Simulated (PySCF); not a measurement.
TlCl, SMILES [Cl][Tl]. Geometry: PBE-D3(BJ)/def2-TZVP. The def2 effective core potentials stand for the cores of Tl; spin–orbit coupling is left out.

Calculation: PBE-D3(BJ)/def2-TZVP in PySCF.

Harmonic wavenumbers (cm⁻¹): 271. Rotational constants (GHz): 2.629 (linear); symmetry number 1.

### Question
Work out the zero-point energy and the ideal-gas rigid-rotor harmonic-oscillator thermochemistry at 298.15 K and 1 atm.

### Answer
ZPE = ½ Σ hcν = ½ × 271 cm⁻¹ = 1.62 kJ/mol. H − E(el) = 11.50 kJ/mol. Entropy in J/(mol K): translation 177.09, rotation 72.90, vibration 6.64, total 256.63. G − E(el) = -65.02 kJ/mol. Cp = 36.32 J/(mol K).
